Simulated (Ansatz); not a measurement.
`BC[SiH](F)Cl` + silanol → `F[SiH](Cl)O[SiH3]` + `BC` at 700 K and 1 bar (ligand exchange at the Si–C bond).

Calculated with Ansatz (gas phase, PBE0-D4/def2-TZVP geometries, no zero-point term in ΔE). CCSD(T)/CBS adds triple-zeta CCSD(T) − MP2 to the extrapolated MP2 energy (def2 sets, frozen cores). This one scheme is used for every species. Each species was taken in one conformer, which may not be the lowest.

```
            species  CCSD(T)/CBS energy (Eh)  H − E (kJ/mol)  S (J/(mol·K))
     `BC[SiH](F)Cl`               -914.62178           239.8          472.2
          `O[SiH3]`               -366.69042           144.6          321.6
`F[SiH](Cl)O[SiH3]`              -1215.52253           193.8          499.2
               `BC`                -65.83255           189.6          311.0
```

H − E and S are ideal-gas, rigid-rotor, harmonic terms from PBE0-D4/def2-TZVP, for one conformer and one mirror image of each species. 1 Eh = 2625.50 kJ/mol, R = 8.31446 J/(mol·K).

Task: By hand: ΔE, ΔH, ΔS and ΔG.

Result: ΔE = (-1215.52253) + (-65.83255) − (-914.62178) − (-366.69042) = -0.04288 Eh = -112.6 kJ/mol. Δ(H − E) = 193.8 + 189.6 − 239.8 − 144.6 = -1.0, so ΔH = -113.6 kJ/mol. ΔS = 499.2 + 311.0 − 472.2 − 321.6 = 16.4 J/(mol·K). ΔG = -113.6 − 700 × (16.4)/1000 = -125.1 kJ/mol.

Task: By hand: the equilibrium constant, and the temperature at which ΔG would vanish if ΔH and ΔS stayed fixed.

Result: log₁₀ K = −ΔG/(RT ln 10) = 9.3. ΔH and −TΔS have one sign here, so there is no such temperature.

ΔH outweighs TΔS. A doubt of 5 kJ/mol in ΔE shifts log₁₀ K by 0.4 here. Other conformers and mirror images would add mixing entropy, several J/(mol·K) or more a flexible species. Modes under 60 cm⁻¹, often nearly free rotors, make the harmonic entropy too high. These are equilibria of isolated gas molecules and say nothing of rates. Largest T1 diagnostic: 0.011 (customary marks: 0.02 for closed shells, 0.045 for open ones).
